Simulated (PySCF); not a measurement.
**How methods differ on the excitation energy of As**

As [Ar] 3d10 4s2 4p3 (4S) → As [Ar] 3d10 4s1 4p4 (4P), as a difference of total energies. Computed with PySCF 2.14 in dyall-av3z (24s17p11d2f, 144 functions), with scalar relativity by spin-free X2C-1e. Correlated levels: valence: [Ar] 3d10 frozen; virtual orbitals above 40 to 60 times the deepest correlated orbital energy dropped. The calculations carry no spin-orbit coupling.

```csv
method,excitation energy (eV)
UHF,8.574
LDA,9.240
PBE,9.099
r2SCAN,8.793
SCS-MP2 (valence),8.696
```

Q: Estimate what PBE0 gives.

A: 9.034 eV, closest to PBE among the rows shown.

Q: Estimate what MP2 (valence) gives.

A: 8.678 eV, closest to SCS-MP2 (valence) among the rows shown.

A first-order spin-orbit estimate (lowest level to lowest level, LS coupling) adds -0.087 eV.
